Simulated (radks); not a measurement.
Values are calculated unless marked as measured or tabulated.
Species: N2+. Configuration: [He] 2s2 2p1.

Code: a radial shooting solver on a logarithmic mesh with Libxc functionals. Model: scalar-relativistic Kohn-Sham, SCAN, spin-polarised, spherical densities, finite nucleus; open shells are filled with parallel spins first; meta-GGA in the generalised Kohn-Sham scheme; Fermi nuclear charge, rms radius 2.5582 fm.

Energy parts (hartree):
part                      energy
total                  -52.93689
kinetic                 52.88411
electron-nucleus      -118.40956
Hartree                 18.35181
exchange-correlation    -5.76326

Orbitals (lengths in bohr, moments of r in powers of bohr; <r^-3> diverges for s and p1/2; r(max) is where P^2 peaks):
orbital  occ.  eigenvalue (hartree)  r(max)  <r^-3>
1s up       1             -15.76572  0.1483       -
1s down     1             -15.72787  0.1482       -
2s up       1              -1.88926  0.9516       -
2s down     1              -1.76976  0.9656       -
2p up       1              -1.41886  0.8630   4.718

The highest occupied level is 2p up at -38.609 eV. The spin density at the nucleus is 0.0275 e/bohr^3 (1s -0.3789, 2s 0.4065). For comparison, the ionisation energy in NIST's Atomic Spectra Database is 47.445 eV (semi-empirical). In exact Kohn-Sham theory the highest level is minus the ionisation energy, but local and semilocal functionals leave it too shallow, through self-interaction and a potential that decays too fast; potentials with the right tail come closer.

Empty levels of this run are not shown, since the potential may be unsettled where no density lies.
